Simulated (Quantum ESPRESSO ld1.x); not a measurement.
All-electron atom: N II in [He] 2s2 2p2. Calculated with ld1.x of Quantum ESPRESSO 7.5: scalar-relativistic Kohn-Sham, PBE, spin-unpolarised, spherical densities, point nucleus. Some entries of the table are withheld. Estimate them.

| orbital | occ. | eigenvalue (eV) | r(max) (bohr) | <r> (bohr) |
|---|---|---|---|---|
| 1s | 2 | (1) | 0.149 | (2) |
| 2s | 2 | (3) | 0.990 | 1.245 |
| 2p | 2 | -20.6883 | 0.921 | 1.276 |

Answer. 
(1) 1s eigenvalue (eV): -401.680
(2) 1s <r> (bohr): 0.2296
(3) 2s eigenvalue (eV): -32.4622
